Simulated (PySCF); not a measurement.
Run record for `C[S+](C)CC(F)F`: PBE0/STO-3G, full TDDFT, 3 singlets.

Method: TDDFT PBE0/STO-3G, vertical, gas phase, core orbitals frozen in the response (PySCF 2.14.0, density-fitted response routines). Geometry: GFN2-xTB. A driver script takes a list of jobs; this job's settings line and coordinates (Å) are shown.

Command:
```bash
OMP_NUM_THREADS=1 python probes_run.py task.json out
```

Input:
```
{"job": {"kind": "uv", "xc": "PBE0", "basis": "STO-3G", "nstates": 3, "ntriplets": 5, "tda": false}, "charge": 1, "multiplicity": 1}
C     -1.049221     1.437923     0.328754
S     -0.489124    -0.131872     1.026870
C     -1.715131    -1.255489     0.312925
C      0.919334    -0.530810    -0.070890
C      2.204027     0.181042     0.372889
F      1.997919     1.517953     0.378565
F      3.162294    -0.074291    -0.525353
H     -1.971706     1.715084     0.832751
H     -0.297477     2.197053     0.531505
H     -1.217889     1.352138    -0.740623
H     -1.757754    -1.152185    -0.767120
H     -1.449895    -2.274259     0.582797
H     -2.683340    -1.022229     0.748666
H      1.089007    -1.607557    -0.031368
H      0.689361    -0.230178    -1.095643
H      2.561996    -0.113379     1.371350
```

Question: Predict the output.

Answer: 
```
coarse grid: 13720 points
cycle   1  E = -745.7873662536  dE =  8.562e-01  |g| = 5.960e-01  |ddm| = 4.794e+00
cycle   2  E = -745.7923255343  dE = -4.959e-03  |g| = 6.520e-01  |ddm| = 1.764e+00
cycle   3  E = -745.9168435706  dE = -1.245e-01  |g| = 4.004e-02  |ddm| = 8.991e-01
cycle   4  E = -745.9172701580  dE = -4.266e-04  |g| = 2.039e-02  |ddm| = 8.950e-02
cycle   5  E = -745.9174092237  dE = -1.391e-04  |g| = 2.659e-03  |ddm| = 3.338e-02
cycle   6  E = -745.9174114797  dE = -2.256e-06  |g| = 5.734e-04  |ddm| = 4.445e-03
final grid: 128136 points
cycle   7  E = -745.8746307312  dE = -6.989e-06  |g| = 6.545e-03  |ddm| = 1.930e-02
cycle   8  E = -745.8746306514  dE =  7.984e-08  |g| = 6.563e-03  |ddm| = 1.808e-02
cycle   9  E = -745.8746445806  dE = -1.393e-05  |g| = 2.041e-04  |ddm| = 9.169e-03
cycle  10  E = -745.8746445942  dE = -1.361e-08  |g| = 4.692e-05  |ddm| = 3.610e-04
cycle  11  E = -745.8746445949  dE = -7.035e-10  |g| = 9.652e-06  |ddm| = 7.909e-05
converged SCF energy = -745.8746445949

Static polarisability (au): isotropic 33.366, principal 23.807 35.299 40.992

Singlet excitations
state   eV       nm        f      main configurations
  1   6.9881    177.4   0.00562   H->L 0.96
  2   7.5708    163.8   0.00073   H-1->L 0.93
  3   7.6629    161.8   0.01201   H->L+1 0.95

Triplet excitations (Tamm-Dancoff, eV): 6.6429 7.4627 7.5923 7.7573 7.9171
```

The SCF starts on a coarse grid where the log names one; the energy can jump when the final grid takes over, and dE then counts from the start density on the new grid. H and L stand for HOMO and LUMO; the number after each pair is its weight.

Question: Give the mean polarisability as a volume in Å³, and the ratio of the largest to the smallest principal value.

Answer: 33.366 au × 0.148185 = 4.94 Å³; 40.992/23.807 = 1.72.

Question: How does the lowest singlet excitation compare with the HOMO–LUMO gap?

Answer: HOMO -10.08 eV and LUMO -1.74 eV give a gap of 8.34 eV; S1 at 6.99 eV lies 1.35 eV below it.

In short: SCF converged in 11 cycles with 48 basis and 744 fitting functions; HOMO -10.08 eV, LUMO -1.74 eV; lowest singlet 6.99 eV; lowest triplet 6.64 eV (Tamm–Dancoff); mean polarisability 33.4 au.

Cost: about 12 s of CPU time on one thread; the machine was shared, so the figure is rough.

The values belong to the conformer `[CH3:1][S+:2]([CH3:3])[CH2:4][CH:5]([F:6])[F:7]`: C1–S2–C4–C5 83°, S2–C4–C5–F6 -58°.
